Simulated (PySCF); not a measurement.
Stationary points of [IO2]-

Level of theory: PBE0 in PySCF with I def2-TZVPD with ECP28, O def2-TZVPD; scalar-relativistic core potentials, no spin–orbit coupling; density-fitted integrals.

Relaxations began from a few typed shapes. The search is not exhaustive: other isomers or separated fragments can lie lower, and high-lying points may rest on an excited occupation.

```tsv
spin	group	bonds	angles	imaginary modes (cm⁻¹)	ΔE (kJ/mol)	ΔE with ZPE (kJ/mol)
singlet	C2v	I–O 1.850 Å (×2)	O–I–O 108.6°	none	0.0	0.0
singlet	D∞h	I–O 1.942 Å (×2)	O–I–O 180.0°	374i	192.4	–
```

The lowest minimum found is the singlet C2v: I–O 1.850 Å (×2); O–I–O 108.6°.

Counting electrons, iodine keeps 4 of its valence electrons outside its bonds, so the VSEPR class is AX2E2 and the expected shape is bent (C2v), as computed.

For the lowest minimum: the lowest empty level of this anion is unbound, so it and the gap depend on the basis.

The electron or spin density has lower symmetry than the nuclear frame for the singlet D∞h at 192.4 kJ/mol.
